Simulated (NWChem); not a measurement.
# C$_{4}$H$_{4}$N, doublet; SMILES c1[nH][c]cc1

Results from NWChem. Spin-unrestricted. In the optimisation the excess spin sits in a' (Cs, its own frame). The geometry was optimised at B3LYP/6-31G* (spherical d), spin-unrestricted. No stability test was run on the SCF state. Vertical excitations in the gas phase. Excited states of an open shell can be spin-contaminated.

Problem. What does the run give for PBE/def2-SVP, TDA? Quantities: lowest excitation (eV); oscillator strength of that lowest state; lowest empty minus highest occupied level, either spin (eV).

Solution. 
- lowest excitation (eV): 1.07
- oscillator strength of that lowest state: 0.001
- lowest empty minus highest occupied level, either spin (eV): 1.25
